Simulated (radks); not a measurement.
Species: Pb4+. Configuration: [Xe] 4f14 5d10 (the NIST ground configuration).

Method: non-relativistic Kohn-Sham, LDA (Slater exchange, Perdew-Wang correlation), spin-polarised, spherical densities, point nucleus; relativity is left out, which matters for an element this heavy; computed with a radial shooting solver on a logarithmic mesh with Libxc functionals.

Energy parts (hartree):
part                       energy
total                 -19515.7347
kinetic                19509.5313
electron-nucleus      -46338.7962
Hartree                 7666.4187
exchange-correlation    -352.8886

Orbitals (lengths in bohr, moments of r in powers of bohr; r(max) is where P^2 peaks; r(90%) holds 90 % of the orbital's charge):
orbital  occ.  eigenvalue (hartree)   r(max)  r(90%)      <r^2>
1s          2             -2902.543  0.01226  0.0328  0.0004556
2s          2             -490.2989  0.06655   0.119   0.007064
2p          6             -472.3342  0.05156   0.106   0.005203
3s          2             -117.9814   0.1814   0.285    0.04346
3p          6             -109.4051   0.1704   0.276    0.03990
3d         10             -93.34437   0.1335   0.250    0.03058
4s          2             -27.20613   0.4024   0.610     0.2054
4p          6             -23.44329   0.4007   0.621     0.2094
4d         10             -16.48248   0.3915   0.644     0.2169
4f         14              -7.04463   0.3445   0.702     0.2351
5s          2              -5.64965   0.8737    1.35      1.005
5p          6              -4.38208   0.9185    1.46      1.161
5d         10              -2.32384    1.060    1.86      1.784

The highest occupied level is 5d at -63.235 eV. Summed over all electrons, <r^2> = 34.62 bohr^2, which gives a Langevin (diamagnetic) susceptibility term of -27.4 x 10^-6 cm^3/mol. The electron density at the nucleus is 3.956e+05 e/bohr^3.
